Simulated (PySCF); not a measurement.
Compound: C₅H₆FN.
SMILES with atom numbers: `[CH3:1]/[C:2]([F:3])=[C:4](/[CH3:5])[C:6]#[N:7]` (hydrogens: H8, H9, H10 on C1; H11, H12, H13 on C5)

Geometry (GFN2-xTB, Å), atoms numbered from 1 in this order:
```
atom  x, y, z in Å
C1    -1.9625   -0.3064   -0.1685
C2    -0.5095   -0.6142   -0.1561
F3    -0.2397   -1.9138   -0.4080
C4     0.5071    0.2259    0.0704
C5     1.9556   -0.1678    0.0712
C6     0.2308    1.5857    0.3308
N7     0.0453    2.6972    0.5438
H8    -2.4707   -0.9011    0.5915
H9    -2.3878   -0.5756   -1.1358
H10   -2.1308    0.7490    0.0224
H11    2.5018    0.4120   -0.6719
H12    2.3973    0.0353    1.0461
H13    2.0587   -1.2257   -0.1537
```

The closed-shell SCF was solved with PySCF and density fitting under several settings on one GFN2-xTB geometry (grid level 2 and gas phase unless stated).

```
      settings  basis functions  SCF cycles     E (Eh)  HOMO (eV)  LUMO (eV)  dipole (D)
 PBE0/pcSseg-1              149          14  -348.2792      -7.62      -1.02        2.87
PBE0/def2-SVPD              191          14  -348.0752      -7.67      -1.09        2.85
```

Estimate the rows for these settings: (1) B3LYP/aug-cc-pVDZ; (2) BP86/6-311+G(2d,p), energy threshold 1e-11 Eh.

```tsv
settings	basis functions	SCF cycles	E (Eh)	HOMO (eV)	LUMO (eV)	dipole (D)
B3LYP/aug-cc-pVDZ	215	14	-348.7515	-7.40	-1.27	2.91
BP86/6-311+G(2d,p), energy threshold 1e-11 Eh	225	13	-348.8130	-6.57	-2.09	2.99
```

Over all rows, what range does the HOMO–LUMO gap span?

From 4.48 eV (BP86/6-311+G(2d,p), energy threshold 1e-11 Eh) to 6.60 eV (PBE0/pcSseg-1). The functional of the narrowest has no exact exchange, that of the widest 25 % exact exchange.

Compare two rows with the functional PBE0: PBE0/pcSseg-1 and PBE0/def2-SVPD. Which energy is lower, and by how much?

PBE0/pcSseg-1 (149 functions) lies 0.2040 Eh or 128 kcal/mol below PBE0/def2-SVPD (191 functions). The smaller set gives the lower energy; the two sets aren't nested, so the variational bound doesn't order them by size.

Cycle counts include a coarse-grid stage where the run had one. All basis functions are spherical, in the Pople sets too.
